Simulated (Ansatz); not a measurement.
Ansatz (a program for electronic structure) input (PBE/STO-3G):

Ansatz 0.2 input:
```yaml
crystal:
  periodic: [false, false, false]
  atoms:
    - {symbol: Ge, position_ang: [-0.20405400, -0.11611600, 0.26024900]}
    - {symbol: O, position_ang: [1.08907200, -0.99577800, -0.48780700]}
    - {symbol: H, position_ang: [1.30796600, -1.89757200, -0.19444600]}
    - {symbol: O, position_ang: [-0.31320300, 1.43728100, -0.50173000]}
    - {symbol: H, position_ang: [-0.98519400, 2.08124300, -0.21721500]}
basis:
  gaussian:
    orbitals: STO-3G
hamiltonian:
  xc: {name: PBE}
total_charge: 1
magnetization: {spin_polarized: true, initial_magnetization: 1}
output: {forces: true}
```

Output:

```
Functional definition: PBE
integrals: 0.01 GiB planned
353 factors; integrals over basis functions are off by at most 4.1e-5 eV
mean field: 0.08 GiB planned
mean field evaluation 1: about -59689.7739 eV, gradient 2.0e2 eV
mean field evaluation 2: about -59760.7523 eV, gradient 8.5e1 eV
mean field evaluation 4: about -59862.8134 eV, gradient 6.5e1 eV
mean field evaluation 8: about -59911.2709 eV, gradient 2.2e1 eV
mean field evaluation 16: about -59915.4051 eV, gradient 2.3e-1 eV
mean field evaluation 32: about -59913.6493 eV, gradient 1.4e-4 eV
mean field -59915.40673104 eV, -2201.8505852443 hartree, gradient 2.8e-5 eV, S^2 0.751592; 2 other end points of the search recorded, 0 dependent functions left out
the calculation of the forces begins
reference -59915.40675096 eV, -2201.8505859764 hartree; 25, 24 occupied and 5, 6 virtual orbitals, 353 factors
Total energy: -59915.40675096 eV, -2201.8505859764 hartree
Atom 0 at    -0.204054    -0.116116     0.260249 Å, force     1.526605     0.868705    -1.947020 eV/Å
Atom 1 at     1.089072    -0.995778    -0.487807 Å, force    -2.506967     4.522543    -0.121261 eV/Å
Atom 2 at     1.307966    -1.897572    -0.194446 Å, force     0.484846    -2.772745     1.082272 eV/Å
Atom 3 at    -0.313203     1.437281    -0.501730 Å, force     2.656921    -4.437213    -0.069989 eV/Å
Atom 4 at    -0.985194     2.081243    -0.217215 Å, force    -2.161404     1.818709     1.055997 eV/Å
Dipole moment:    -0.117797    -0.067032     0.150238 e Å
```

The dipole moment of an ion depends on the origin.

The geometry given is a B3LYP-D3(BJ)/def2-TZVP minimum.
